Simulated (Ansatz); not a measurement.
Ansatz (a program for electronic structure) input (CCSD(T)/aug-cc-pV(D+d)Z):
A basis named .json is the Basis Set Exchange file of that set.

Ansatz 0.2 input:
```yaml
crystal:
  periodic: [false, false, false]
  atoms:
    - {symbol: Si, position_ang: [0.10505760, -0.40264812, -0.14705777]}
    - {symbol: N, position_ang: [1.42001169, 0.56346560, -0.41014175]}
    - {symbol: N, position_ang: [-1.35545012, 0.20156203, 0.72604034]}
    - {symbol: H, position_ang: [0.52908290, -1.57046259, 0.69994073]}
    - {symbol: H, position_ang: [-0.64765239, -1.03002294, -1.32388573]}
    - {symbol: H, position_ang: [1.28131925, 1.32655267, -1.06929619]}
    - {symbol: H, position_ang: [-1.09424975, 0.87288982, 1.44295004]}
    - {symbol: H, position_ang: [-1.99123737, 0.68292340, 0.09780969]}
basis:
  gaussian:
    orbitals: aug-cc-pV_D+d_Z.json
total_charge: -1
magnetization: {spin_polarized: false}
correlation: {method: ccsd_t, electrons: outside_noble_gas}
output: {forces: true}
```

End of the output:

```
densities: 3.84 GiB planned
second order -13.60413525 eV of doubles, -0.00000000 eV of singles
coupled cluster: 1.43 GiB planned
cycle   1  -13.92917515 eV  change   -3.3e-1 eV  update   1.1e-1
cycle   2  -14.29812346 eV  change   -3.7e-1 eV  update   3.3e-2
cycle   3  -14.41764505 eV  change   -1.2e-1 eV  update   2.1e-2
cycle   4  -14.42214681 eV  change   -4.5e-3 eV  update   6.8e-3
cycle   5  -14.41731697 eV  change    4.8e-3 eV  update   4.5e-3
cycle   6  -14.41757949 eV  change   -2.6e-4 eV  update   2.1e-3
cycle   7  -14.41805509 eV  change   -4.8e-4 eV  update   1.0e-3
cycle   8  -14.41781227 eV  change    2.4e-4 eV  update   4.8e-4
cycle   9  -14.41773897 eV  change    7.3e-5 eV  update   1.8e-4
cycle  10  -14.41788524 eV  change   -1.5e-4 eV  update   8.7e-5
cycle  11  -14.41780554 eV  change    8.0e-5 eV  update   4.2e-5
cycle  12  -14.41779911 eV  change    6.4e-6 eV  update   2.0e-5
cycle  13  -14.41780645 eV  change   -7.3e-6 eV  update   9.6e-6
cycle  14  -14.41780430 eV  change    2.2e-6 eV  update   4.5e-6
perturbative correction -0.52407620 eV, -0.0192594452 hartree
the calculation of the forces begins
0.74 GiB of device memory are held for the factors and their scratch space
Total energy: -10920.63695205 eV, -401.3260057144 hartree
Atom 0 at     0.105058    -0.402648    -0.147058 Å, force    -0.426329    -0.634728    -0.047828 eV/Å
Atom 1 at     1.420012     0.563466    -0.410142 Å, force     0.827928     0.225814     0.126205 eV/Å
Atom 2 at    -1.355450     0.201562     0.726040 Å, force    -0.174477    -0.355209     0.169289 eV/Å
Atom 3 at     0.529083    -1.570463     0.699941 Å, force     0.033247    -0.080814     0.057230 eV/Å
Atom 4 at    -0.647652    -1.030023    -1.323886 Å, force    -0.025715    -0.028049    -0.057818 eV/Å
Atom 5 at     1.281319     1.326553    -1.069296 Å, force    -0.032038     0.358934    -0.309516 eV/Å
Atom 6 at    -1.094250     0.872890     1.442950 Å, force     0.063512     0.291315     0.292205 eV/Å
Atom 7 at    -1.991237     0.682923     0.097810 Å, force    -0.266126     0.222736    -0.229768 eV/Å
Dipole moment:    -0.713326     0.254301     0.044492 e Å
```

It need not be the lowest isomer of its formula. Whether it binds its extra electron was not tested at this geometry.
